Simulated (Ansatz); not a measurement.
Stepwise reaction of `[NH]=[V]([NH2])([NH2])[NH2]` with water, as a gas-phase model of exchange steps in deposition or etching. ΔE in kJ/mol.

Calculated with Ansatz (gas phase, PBE0-D4/def2-TZVP geometries, no zero-point term in ΔE). CBS: MP2 limit from def2 TZ/QZ plus the TZ coupled-cluster correction, frozen cores. This one scheme is used for every species. DFT in def2-TZVPP. B3LYP here is the variant with VWN-RPA as its local correlation; programs differ in this. For V outer-core shells are correlated without core-valence functions, which leaves a few kJ/mol of doubt a bond. Scalar relativity is left out up to krypton. One conformer a species, not always the lowest.

```tsv
step	reaction	PBE-D4	B3LYP-D4	ωB97M-V	CCSD(T)/CBS
1	`[NH]=[V]([NH2])([NH2])[NH2]` + H₂O → `[NH]=[V]([NH2])([NH2])[OH]` + NH₃	-52.2	-51.8	-51.0	-44.8
3	`[NH]=[V]([NH2])([OH])[OH]` + H₂O → `[NH]=[V]([OH])([OH])[OH]` + NH₃	-34.6	-33.5	-33.0	-25.9
```

Q: Give the row of step 2, `[NH]=[V]([NH2])([NH2])[OH]` + H₂O → `[NH]=[V]([NH2])([OH])[OH]` + NH₃. (Estimate.)

A: The calculation gave: 
```
step                                                                reaction  PBE-D4  B3LYP-D4  ωB97M-V  CCSD(T)/CBS
   2  `[NH]=[V]([NH2])([NH2])[OH]` + H₂O → `[NH]=[V]([NH2])([OH])[OH]` + NH₃   -52.7     -51.9    -51.5        -45.4
```

Q: By hand: ΔE of the 3 steps together at CCSD(T)/CBS.

A: (-44.8) + (-45.4) + (-25.9) = -116.1 kJ/mol, or -38.7 kJ/mol a step.

In ΔE step 2 is the lowest and step 3 the highest. All are downhill at CCSD(T)/CBS. PBE-D4 differs from CCSD(T)/CBS by -8.7 to -7.3 kJ/mol a step. Isolated molecules leave out the surface, adducts and barriers. Largest T1 diagnostic: 0.032.
